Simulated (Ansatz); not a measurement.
Born–Oppenheimer molecular dynamics of C$_{2}$H$_{6}$AlN (10 atoms, charge 0, multiplicity 1). It starts at the highest image of a converged band, a first-order saddle point between two minima.

All numbers below come from RKS LDA/6-31G* (Ansatz).

```
ensemble                      : NVE (velocity Verlet)
time step                     : 0.5 fs
steps asked                   : 200
starting velocities drawn for : 300 K
seed                          : 6585
```

First frame:

```xyz
10
Properties=species:S:1:pos:R:3
C -1.441 1.004 -0.324
Al 0.363 0.677 0.339
C 1.089 -1.084 -0.023
N 1.480 -2.231 0.050
H -1.417 1.538 -1.290
H -2.012 1.629 0.386
H -2.000 0.062 -0.467
H 1.569 1.701 0.577
H 0.467 -0.576 1.499
H 1.903 -2.720 -0.748
```

Problem. How far do the bonds stretch over the last three quarters of this one trajectory? (Pairs bonded in most of those frames.)

Solution. 
```csv
bond,mean (Å),spread (Å),shortest,longest
C1–Al2,1.951,0.015,1.93,1.97
C1–H5,1.110,0.023,1.07,1.14
C1–H6,1.112,0.031,1.06,1.16
C1–H7,1.111,0.024,1.07,1.16
Al2–C3,1.970,0.037,1.91,2.04
Al2–H8,1.618,0.025,1.58,1.67
C3–N4,1.267,0.023,1.22,1.29
C3–H9,1.239,0.166,1.07,1.66
N4–H10,1.038,0.005,1.03,1.04
```

Mean temperature of the second half: 549 K. The conserved energy stayed within 0.15 meV per atom of its start (net change 0.097 meV per atom), so the integration is sound. The system heated up, since it started high on the potential surface and ran downhill. A run of 0.1 ps of so small a system gives no equilibrium averages. The orbitals stay closed-shell, which can raise the energy where a bond breaks towards radicals; this wasn't checked here.

Run time: 3.2 min on 1 thread of Intel(R) Xeon(R) Platinum 8488C (Sapphire Rapids) (shared host), peak memory 0.13 GiB.
